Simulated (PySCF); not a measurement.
## [Yb(H2O)]3+ relaxed at several levels

Computed with PySCF 2.14.0, def2-SVP on the ligands, density fitting, scalar-relativistic core potentials, no spin-orbit coupling, vacuum. Each row is relaxed at its own level from the same template. Distances are means of the shortest metal–ligand contacts, charges and spins Mulliken's; removal energies are rigid, with the ligand's formal charge and no counterpoise, so too large; for an anion taken off a cation in vacuum most of it is the attraction of opposite charges, and multiply charged cations can part far more cheaply with an electron moved from ligand to metal. lcecp potentials hold a fixed number of 4f electrons in the core, out of states, spins and gaps.

```tsv
level	basis on the metal	point group	M–H2O (Å)	charge on M (e)	removal of one H2O (eV)	strongest infrared band, degenerate modes summed (cm⁻¹)	unstable modes (below −25 cm⁻¹)
B3LYP	lcecp-1-SVP with ECP59	C2v	2.129	2.52	5.59	3308	0
PBE0	lcecp-1-SVP with ECP59	C2v	2.120	2.53	5.53	3363	0
```

Problem. What does the calculation give for PBE, lcecp-1-SVP with ECP59?

Solution. point group: C2v, M–H2O (Å): 2.126, charge on M (e): 2.47, removal of one H2O (eV): 5.77, strongest infrared band, degenerate modes summed (cm⁻¹): 3209, unstable modes (below −25 cm⁻¹): 0.
```xyz
4

Yb    0.0000    0.0000   -0.0526
O     0.0000    0.0000    2.0734
H     0.7915    0.0000    2.7135
H    -0.7915    0.0000    2.7135
```

One start shape was tried for each, so a minimum needn't be the lowest isomer.
